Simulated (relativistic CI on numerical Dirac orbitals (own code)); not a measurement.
## How well does a small relativistic CI reproduce Sc⁵⁺?

Calculated at this level of theory: Dirac-Coulomb-Breit CI, KLI orbitals optimised for each configuration, model QED (radiative potential, 1s self-energy scaled to tabulated hydrogen-like ionisation energies), valence Slater integrals scaled by 0.85, P86 correlation energy added to each configuration (own radial code, finite nucleus).

Configurations in the expansion (outside the closed core [Ne]): 3s2.3p4, 3s.3p5, 3s2.3p3.3d, 3p6, 3s.3p4.3d, 3s2.3p3.4s, 3s2.3p3.4p, 3p5.3d, 3s.3p3.3d2, 3s2.3p3.4d, 3s2.3p3.4f, 3s2.3p3.5s, 3s.3p4.4s, 3s2.3p3.5p, 3s2.3p2.3d2, 3s2.3p.3d3, 3s.3p2.3d3, 3s2.3p.3d2.4s, 3s2.3p.3d2.4p, 3s2.3p.3d2.4d. Double excitations out of closed p, d and f shells are left out; levels of such configurations are missing from the list, as are those of other unlisted configurations, and high levels can miss mixing partners. These lack a partner that the ground configuration has and come out too high: 3s2.3p3.4f, 3s2.3p3.5s, 3s.3p4.4s, 3s2.3p3.5p.

```csv
Configuration,Term (tabulated),J,Measured (cm⁻¹),Computed,Error,Purity (%)
3s2.3p4,3P,2,0.0,0,0,96
3s2.3p4,3P,1,3346.1,3336,-10,97
3s2.3p4,3P,0,4457.1,4400,-57,96
3s2.3p4,1D,2,21393.0,20630,-763,96
3s2.3p4,1S,0,49224.6,45100,-4124,94
3s.3p5,3P°,2,175346.6,181332,5986,79
3s.3p5,3P°,1,178202.1,184180,5978,79
3s.3p5,3P°,0,179784.5,185760,5975,79
3s.3p5,1P°,1,224470.4,229820,5349,56
3s2.3p3.3d,1D°,2,288026.0,293785,5759,95
3s2.3p3.3d,1F°,3,323226.0,328459,5233,95
3s2.3p3.3d,3S°,1,335099.0,337434,2335,80
3s2.3p3.3d,1D°,2,363456.0,364336,880,95
3s2.3p3.3d,1F°,3,375740.0,374268,-1472,95
3s2.3p3.4s,3S°,1,452070.0,470140,18070,98
3s2.3p3.4s,3D°,1,472402.0,490648,18246,96
3s2.3p3.4s,3D°,2,472566.0,490801,18235,95
3s2.3p3.4s,3D°,3,473001.0,491321,18320,99
3s2.3p3.4s,1D°,2,478354.0,496541,18187,94
3s2.3p3.4s,3P°,0,491820.0,507053,15233,98
3s2.3p3.4s,3P°,1,492086.0,507405,15319,96
3s2.3p3.4s,3P°,2,492800.0,508319,15519,91
3s2.3p3.4s,1P°,1,497990.0,513358,15368,95
```

Measured levels from Sugar and Corliss, J. Phys. Chem. Ref. Data 9, 473 (1980); pairs were made by configuration, J and term (by order where the table uses no LS term), so strongly mixed levels may be paired wrongly.

Mean error by configuration (cm⁻¹): 3s2.3p4 -1239; 3s.3p5 5822; 3s2.3p3.3d 2547; 3s2.3p3.4s 16944. Over the excited levels the mean absolute error is 8928 cm⁻¹ (22 of the 28 excited levels that our extract of the source holds in range could be paired, and the others can miss by more), and the median relative error of those above 1,000 cm⁻¹ is 3.1 %.
